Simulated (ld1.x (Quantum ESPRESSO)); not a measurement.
**What one change does to a pseudopotential (germanium, PAW)**

| Property | Result |
| --- | --- |
| Element | germanium (Ge) |
| Generator | ld1.x (Quantum ESPRESSO) 7.5 |
| Type | PAW |
| Functional | PBEsol |
| Relativity | scalar-relativistic |
| Frozen core | [Ar] |
| Valence charge | 14 |
| Reference configuration | 3d10 4s2 4p1 (charge +1) |
| Partial waves | 4s (bound): rcut 1.40, rcutus 1.80 bohr; 4s channel at -0.95 Ry: rcut 1.40, rcutus 1.80 bohr; 4p (bound): rcut 1.80, rcutus 1.95 bohr; 4p channel at 0.35 Ry: rcut 1.80, rcutus 1.95 bohr; 3d (bound): rcut 0.70, rcutus 0.75 bohr; 3d channel at 1.55 Ry: rcut 0.70, rcutus 0.75 bohr |
| Local potential | all-electron potential smoothed inside 1.55 bohr (lloc = -1) |
| Core correction | Bessel-smoothed model core, default radius (core density twice the valence density) |
| Augmentation charge | BESSEL, radius 0.75 bohr |

Change: waves 3d (bound): rcut 0.70, rcutus 1.06 bohr; 3d channel at 1.55 Ry: rcut 0.70, rcutus 1.06 bohr.

Cutoffs: the cutoffs (Ry, on a coarse ladder) from which the occupation-weighted sum of valence levels, in a spherical-Bessel basis at the reference potential, stays within 10 and 1 mRy of its value at 400 Ry; they do not see the model core or the augmentation charge, which bear on the density cutoff. Errors are all-electron minus pseudo energies relative to the spin-unpolarised reference configuration.

What does the change do?

Of the 7 tests that both files solve, the error grows in 0 and shrinks in 4 by more than 15 % and 0.3 meV (median size 7.2 → 3.7 meV); neither file shows a bound ghost. That the errors move this way runs against the usual rule that smaller radii transfer better.

```tsv
quantity	base	changed
cutoff, loose	300 Ry	140 Ry
cutoff, tight	over 300 Ry	230 Ry
loose cutoff by channel (10 mRy a level)	s 6 Ry, p 6 Ry, d 180 Ry	s 6 Ry, p 6 Ry, d 90 Ry
bound ghosts	none	none
error for 3d10 4s2 4p2, meV [ΔE -7.45 eV]	+1.0	+1.1
error for 3d10 4s2 4p0, meV [ΔE 15.45 eV]	-2.0	-1.7
error for 3d10 4s1 4p0, meV [ΔE 50.24 eV]	-7.2	-3.7
error for 3d9 4s2 4p3, meV [ΔE 22.17 eV]	-188	-141
error for 3d10 4s0 4p0, meV [ΔE 96.37 eV]	-26	-13
error for 3d9 4s2 4p2, meV [ΔE 31.24 eV]	-199	-151
error for 3d10 4s1 4p3, meV [ΔE 0.53 eV]	+0.2	+0.2
s: phases at 2.15 bohr within 0.05 rad from the reference energy up to (Ry; the scan ends near 5)	3.9	3.9
p: phases at 2.15 bohr within 0.05 rad from the reference energy up to (Ry; the scan ends near 5)	to the end of the scan	to the end of the scan
d: phases at 2.15 bohr within 0.05 rad from the reference energy up to (Ry; the scan ends near 5)	to the end of the scan	to the end of the scan
lowest overlap eigenvalue by channel	s 0.38, p 0.60, d 1.00	s 0.38, p 0.60, d 0.38
```
